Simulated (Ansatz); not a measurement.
B₄N₄H₁₄, a cluster cut from wurtzite BN (hydrogen-capped), 22 atoms. Hardware: 4 threads of Arm Neoverse V2 on a shared host.

Correlated methods freeze 8 core orbitals.

Q: How many basis functions does each of these Ansatz runs have, and roughly what does it cost? ωB97X-V/def2-TZVP, charge 0 singlet, energy, from earlier orbitals; CAM-B3LYP-D4/def2-TZVPD, charge 0 singlet, energy, from earlier orbitals; PBE-D4/def2-TZVP, charge 1 doublet at the geometry of the charge 0 singlet, energy, from earlier orbitals; PBE-D4/def2-TZVPD, charge 0 singlet, energy, from earlier orbitals; PBE0-D4/def2-TZVP, charge 0 singlet, energy and forces, from earlier orbitals; B3LYP-D4/6-31G, charge 0 singlet, energy; HF/6-31G, charge 0 singlet, energy; PBE-D4/def2-TZVP, charge 0 singlet, energy, from earlier orbitals; PBE0-D4/def2-TZVPD, charge 0 singlet, energy, from earlier orbitals; CAM-B3LYP-D4/def2-TZVP, charge 1 doublet at the geometry of the charge 0 singlet, energy, from earlier orbitals; RPA@PBE/def2-TZVP, charge 0 singlet, energy, from earlier orbitals; PBE-D4/def2-TZVP, charge 0 triplet at the geometry of the charge 0 singlet, energy, from earlier orbitals.

A: Other jobs shared the machine, so times can vary by a factor of up to 3. A dash marks memory too small to be measured apart from the calling script's.

```tsv
run	functions	fitting or Cholesky vectors	wall time	peak host memory (GiB)
HF/6-31G, charge 0 singlet, energy	100	1480	0.65 s	–
B3LYP-D4/6-31G, charge 0 singlet, energy	100	1480	1.9 s	–
PBE-D4/def2-TZVP, charge 0 singlet, energy, from earlier orbitals	332	1912	4.8 s	0.6
PBE-D4/def2-TZVPD, charge 0 singlet, energy, from earlier orbitals	422	2090	8.5 s	0.92
PBE-D4/def2-TZVP, charge 1 doublet at the geometry of the charge 0 singlet, energy, from earlier orbitals	332	1912	9.5 s	0.71
PBE0-D4/def2-TZVP, charge 0 singlet, energy and forces, from earlier orbitals	332	1912	11 s	1.5
PBE-D4/def2-TZVP, charge 0 triplet at the geometry of the charge 0 singlet, energy, from earlier orbitals	332	1912	12 s	0.71
PBE0-D4/def2-TZVPD, charge 0 singlet, energy, from earlier orbitals	422	2090	12 s	1.6
RPA@PBE/def2-TZVP, charge 0 singlet, energy, from earlier orbitals	332	2282	15 s	1.5
CAM-B3LYP-D4/def2-TZVPD, charge 0 singlet, energy, from earlier orbitals	422	2090	16 s	2.2
ωB97X-V/def2-TZVP, charge 0 singlet, energy, from earlier orbitals	332	1912	18 s	1.4
CAM-B3LYP-D4/def2-TZVP, charge 1 doublet at the geometry of the charge 0 singlet, energy, from earlier orbitals	332	1912	71 s	1.7
```
